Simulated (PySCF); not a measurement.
**Electron correlation in O⁺ (oxygen, charge +1)**

[He] 2s1 2p4, high-spin 4P determinant (an excited configuration). All numbers are calculated (PySCF 2.14, the spin-free X2C one-electron Hamiltonian (Gaussian nucleus), in aug-cc-pVTZ-DK (5s4p3d2f, 46 functions)). Frozen: 1s2; 5 electrons correlated.

| level | correlation energy (mhartree) |
| --- | --- |
| CCSD | -114.39 |
| (T) | -2.20 |
| CCSD(T) | -116.59 |

Diagnostics: T1 = 0.0066, D1 = 0.0137, largest double amplitude 0.055.

Question: Is a single reference adequate?

Answer: Yes: T1 lies below 0.03 and no double amplitude reaches 0.07.
